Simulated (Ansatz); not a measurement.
# Ligand exchange: GeH3Cl + C2H4ClI → GeH3I + C2H4Cl2

Species: GeH3Cl (chlorogermane) `[Cl][GeH3]`, singlet; C2H4ClI `CC(Cl)I`, singlet; GeH3I `[GeH3][I]`, singlet; C2H4Cl2 (1,1-dichloroethane) `CC(Cl)Cl`, singlet. The partners trade Cl for I: Ge–Cl and C–I bonds give way to Ge–I and C–Cl.

Shapes, held fixed at every level: PBE0-D4/def2-TZVP. Programs: Ansatz 0.2.0. The zero-point and thermal change to 298 K, harmonic and unscaled (PBE0-D4/def2-TZVP), is +0.6 kJ/mol.

```csv
level,kind,ΔH(298 K) (kJ/mol),less CCSD(T)/def2-TZVPP,CPU time (sum over the molecules)
SPW92/def2-TZVPP,LDA,-7.6,-11.1,10 s
B3LYP-D4/def2-TZVPP,global hybrid,+0.2,-3.3,32 s
B2PLYP/def2-TZVPP,double hybrid,+0.4,-3.1,43 s
MP2/def2-TZVPP,perturbation theory,+5.3,+1.8,–
CCSD(T)/def2-SVP,coupled cluster or CI,-7.3,-10.8,28 s
CCSD/def2-SVP,coupled cluster or CI,-8.3,-11.8,–
CCSD(T)/def2-TZVPP,coupled cluster or CI,+3.5,0.0,9.8 min
```

The highest level, CCSD(T)/def2-TZVPP, gives ΔH(298 K) = +3.5 kJ/mol; the levels span -8.3 to +5.3. That is about zero within the method's error. They disagree on the sign: 4 of 7 are positive. The column of differences is taken from that level and isn't an error. No measured value is set beside it here. For atoms past krypton def2 sets carry core potentials with scalar relativity. Relativity is left out for Ge unless named. Correlated rows may include outer-core shells of Ge, I, which these sets cover unevenly. Times are processor times on shared x86 and Arm servers, and rough.
